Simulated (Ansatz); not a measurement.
A made-up structure of BH$_{3}$S$_{2}$O, singlet:

B1  (-1.303, 0.610, 0.439)
S2  (-0.222, 0.717, -0.915)
O3  (0.539, -0.775, -1.050)
S4  (1.609, -1.224, 0.135)
H5  (-1.939, 1.605, 0.608)
H6  (1.286, -1.733, 1.353)
H7  (2.693, -0.569, -0.336)
(Å)

It is relaxed with PBE-D4/def2-SVP and then PBE0-D4/def2-TZVP (Ansatz 0.2.0). Atoms count as bonded within 1.22 times the sum of their covalent radii (H–H: 0.88 Å). The end point is not checked to be a true minimum.

(1) Does its bonding change? (Judge from chemistry; the calculation decides.)

Answers

(1) Computed: Yes. Formed: B1–H6; broken: S4–H6.

Where it ends: The first stage lowers the energy by 5.07 eV in 31 steps. It ends as BH₃S₂O ([BH2][S][O][SH]):
```json
{"atom": "B1", "x (Å)": "-0.5516", "y (Å)": "0.5157", "z (Å)": "0.5715"}
{"atom": "S2", "x (Å)": "-0.4987", "y (Å)": "0.0338", "z (Å)": "-1.0897"}
{"atom": "O3", "x (Å)": "1.0402", "y (Å)": "-0.5549", "z (Å)": "-1.4268"}
{"atom": "S4", "x (Å)": "1.6872", "y (Å)": "-1.7535", "z (Å)": "-0.4882"}
{"atom": "H5", "x (Å)": "-1.6071", "y (Å)": "0.9868", "z (Å)": "0.8696"}
{"atom": "H6", "x (Å)": "0.3528", "y (Å)": "0.3786", "z (Å)": "1.3317"}
{"atom": "H7", "x (Å)": "2.2401", "y (Å)": "-0.9762", "z (Å)": "0.4656"}
```

Labels in which every atom is bracketed show which atoms are joined, not bond orders.

For scale, one of the runs: PBE0-D4/def2-TZVP relaxation, 154 basis functions, launched by `ansatz run in.yaml --threads 2 --pin off --events-out ev --progress --plain --max-ram 4352MiB`. The run took about 74 s on 2 CPU threads of an Arm Neoverse V2 (shared host).
